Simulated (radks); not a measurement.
Spherical jellium clusters: N electrons in a uniform positive sphere of charge N and radius rs N^(1/3), rs = 4.02 bohr. Calculated with a radial shooting solver with Libxc functionals: non-relativistic Kohn-Sham, exchange-only LDA, spin-polarised, spherical densities. Levels are named by radial order and angular momentum (1s, 1p, 1d, 2s, ...), and open shells are averaged over m.

N = 18, configuration 1s2 1p6 1d10. This is the lowest configuration that the search found. Occupied and some empty levels:

| level | occupation | eigenvalue (eV) | <r> (bohr) |
|---|---|---|---|
| 1s | 2 | -4.2725 | 6.257 |
| 1p | 6 | -3.3763 | 7.763 |
| 1d | 10 | -2.3439 | 8.810 |
| 2s | 0 | -2.0807 | 7.557 |
| 1f | 0 | -1.1947 | 9.820 |
| 2p | 0 | -0.83257 | 9.977 |

Energy (eV): total -19.0831, kinetic 29.827, external -986.56, Hartree 485.65, exchange-correlation -50.105, background 502.11. Static polarisability (adiabatic kernel): 1640 bohr^3, against R^3 = 1169 for a classical metal sphere.
